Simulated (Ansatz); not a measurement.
`CB(N)[SiH3]` + `N[SiH3]` → `[SiH3]N[SiH3]` + `CBN` at 700 K and 1 bar (cleavage of the Si–B bond).

Program: Ansatz. Geometries: PBE0-D4/def2-TZVP. ΔE: electronic, gas phase. CBS: MP2 limit from def2 TZ/QZ plus the TZ coupled-cluster correction, frozen cores. This one scheme is used for every species. One conformer a species, not always the lowest.

| species | CCSD(T)/CBS energy (Eh) | H − E (kJ/mol) | S (J/(mol·K)) |
| --- | --- | --- | --- |
| `CB(N)[SiH3]` | -411.48616 | 325.3 | 460.3 |
| `N[SiH3]` | -346.80422 | 180.7 | 336.3 |
| `[SiH3]N[SiH3]` | -637.10515 | 245.6 | 444.2 |
| `CBN` | -121.21267 | 256.5 | 356.6 |

H − E and S are ideal-gas, rigid-rotor, harmonic terms from PBE0-D4/def2-TZVP, for one conformer and one mirror image of each species. 1 Eh = 2625.50 kJ/mol, R = 8.31446 J/(mol·K).

Problem. By hand: ΔE, ΔH, ΔS and ΔG.

Solution. ΔE = (-637.10515) + (-121.21267) − (-411.48616) − (-346.80422) = -0.02744 Eh = -72.0 kJ/mol. Δ(H − E) = 245.6 + 256.5 − 325.3 − 180.7 = -3.9, so ΔH = -75.9 kJ/mol. ΔS = 444.2 + 356.6 − 460.3 − 336.3 = 4.2 J/(mol·K). ΔG = -75.9 − 700 × (4.2)/1000 = -78.8 kJ/mol.

Problem. By hand: the equilibrium constant, and the temperature at which ΔG would vanish if ΔH and ΔS stayed fixed.

Solution. log₁₀ K = −ΔG/(RT ln 10) = 5.9. ΔH and −TΔS have one sign here, so there is no such temperature. One of them is within its doubt of zero, so this could turn.

The number of gas molecules stays the same, so ΔS is small and ΔH decides. A doubt of 5 kJ/mol in ΔE shifts log₁₀ K by 0.4 here. Other conformers and mirror images would add mixing entropy, several J/(mol·K) or more a flexible species. Modes under 60 cm⁻¹, often nearly free rotors, make the harmonic entropy too high. These are equilibria of isolated gas molecules and say nothing of rates. Largest T1 diagnostic: 0.013 (customary marks: 0.02 for closed shells, 0.045 for open ones).
